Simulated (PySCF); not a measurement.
C₃H₁₀ClNSi, SMILES CN[C@@H](C)[SiH2]Cl.

Coordinates come from a B3LYP-D3(BJ)/def2-SVP optimisation. The structure was generated by enumeration; whether it is a known compound was not checked. The values are those of a single conformer.

Computed with TDA-B3LYP/def2-SVPD run with PySCF 2.14.0.

Vertical excitations. The molecule is in vacuum.

Computed UV-visible absorptions:
```
state  energy (eV)  λ (nm)      f        main pairs
-----  -----------  ------  -----  ----------------
S1            5.59     222  0.015    HOMO→LUMO 93 %
S2            5.92     209  0.030  HOMO→LUMO+1 94 %
S3            6.38     194  0.005  HOMO→LUMO+2 90 %
S4            6.53     190  0.077  HOMO→LUMO+3 93 %
S5            6.57     189  0.021  HOMO→LUMO+4 79 %
S6            6.78     183  0.018  HOMO→LUMO+5 89 %
T1            5.29     234      0    HOMO→LUMO 95 %
T2            5.76     215      0  HOMO→LUMO+1 94 %
```
Triplets are in the Tamm–Dancoff approximation.
